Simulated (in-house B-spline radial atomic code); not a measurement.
Results of a calculation; reference values are marked as such.
Building a PAW d channel for Ti, r_c = 2.89 bohr

Ti, [Ar] 3d2 4s2, non-relativistic LDA (VWN5), spherical and spin-unpolarised, from an all-electron radial atomic-structure program (B-spline basis) (atomic units; all potentials screened as in the neutral atom).

Two all-electron partial waves φ1, φ2 are integrated outwards at E1 = ε(3d) = -0.17001 and E2 = E1 + 2 hartree; φ1 is the bound orbital and φ2 has unit norm inside r_c = 2.8909 bohr. Smooth partners are polynomials, r^3(a0 + a1 r² + a2 r⁴ + a3 r⁶), matched to φ and three derivatives at r_c, with no condition on the norm. The local potential is -2.40258 + (0.643787) r² + (-0.0746788) r⁴ + (0.00319562) r⁶ inside 2.4509 bohr and the all-electron one outside.

| wave | φ(r_c) | φ'(r_c) | a0 | a1 | a2 | a3 |
| --- | --- | --- | --- | --- | --- | --- |
| 1 | 0.3267071 | -0.1797573 | 0.156915 | -0.03827399 | 0.003444727 | -0.0001098496 |
| 2 | 0.06102183 | 1.76938 | -0.4185215 | 0.1039443 | -0.008251358 | 0.0002204274 |

Inside r_c the overlaps are <φi φj> = [[0.90495, -0.14726], [-0.14726, 1.00000]] and, for the smooth waves, [[0.23075, -0.44370], [-0.44370, 0.96881]]. With χj = (Ej − T − V_local) applied to smooth wave j, the program's quadrature gives the matrix B_ij = <smooth i, χj> as [[-0.13744, -0.29964], [0.29324, 0.73125]].

Problem. Check the match of the first wave, and find the augmentation charges q_ij.

Solution. At r_c the four terms are 3.79109, -7.72804, 5.81281, -1.54916, which sum to 0.3267, φ1(r_c) to rounding. q_ij is the all-electron overlap less the smooth one: [[0.67420, 0.29644], [0.29644, 0.03119]]. The smooth first wave has a norm of 0.2307 inside r_c against 0.9049, and q11 > 0 puts back the missing charge.

Problem. B isn't symmetric. Show that D_ij = B_ij + Ej q_ij is.

Solution. Integrating by parts gives B12 − B21 = (E1 − E2) q12: -0.29964 − (0.29324) = -0.59288, and −2 × (0.29644) = -0.59288. So D12 = -0.29964 + (1.829990)(0.29644) = 0.24284 and D21 = 0.29324 + (-0.17001)(0.29644) = 0.24284; D11 = -0.25206, D22 = 0.78833. The projectors, p = (B⁻¹)ᵀ χ, are dual to the smooth waves; det B = -0.013.

Solving (T + V_local + Σ p D p) ψ = E (1 + Σ p q p) ψ in a sphere of 9 bohr, whose wall lifts the free-atom level a little, gives these levels:

```tsv
all-electron	one projector	two projectors
-0.169959	-0.169959	-0.169959
0.100967	0.115785	0.112259
0.375561	0.447483	0.424920
0.790343	0.979152	0.878780
1.337580	1.694930	1.376090
```

Problem. What does the second projector gain?

Solution. With one projector the errors are 0.00, +14.82, +71.92, +188.81, +357.35 millihartree. With two the errors are 0.00, +11.29, +49.36, +88.44, +38.51 millihartree. The scattering is exact at E1 and at E2 = 1.830, and over all levels compared the largest error is 88 millihartree, which is poor. The lowest eigenvalue of the overlap operator is 1 with one and 0.9266 with two projectors. The smooth orbital alone needs a cutoff of 4.38 hartree for 1 millihartree of kinetic energy, against 15.5 for a norm-conserving Troullier-Martins orbital of the same radius; part of the gain comes from giving up the norm, part from the simpler form.
